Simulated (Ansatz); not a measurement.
Basis-set extrapolation for `CC1(F)[SiH2]S1` (PBE0-D4/def2-TZVP geometry, frozen core, Ansatz 0.2.0). Multiplicity 1, RHF reference.

```json
{"": "HF", "def2-TZVPP": "-864.627606", "def2-QZVPP": "-864.655555"}
{"": "MP2 correlation", "def2-TZVPP": "-0.880822", "def2-QZVPP": "-0.951976"}
{"": "CCSD(T) correlation", "def2-TZVPP": "-0.962808", "def2-QZVPP": "not run"}
```

Energies in hartree. Use E(X) = E(∞) + A·exp(−7.88·√X) for Hartree–Fock and E(X) = E(∞) + B·X^(−2.97) for correlation, with X = 3 and 4, and add CCSD(T) minus MP2 of the smaller set to the MP2 limit.

**Question.** What is the CCSD(T) energy at the basis-set limit?

**Answer.** HF limit: -864.655555 + (-0.027949) × 0.13774 = -864.65940. MP2 limit: -0.951976 + (-0.071154) × 0.74074 = -1.00468. Higher-order term: -0.962808 − (-0.880822) = -0.08199. Total: -865.74607 hartree, 97.7 kcal/mol below CCSD(T)/def2-TZVPP.
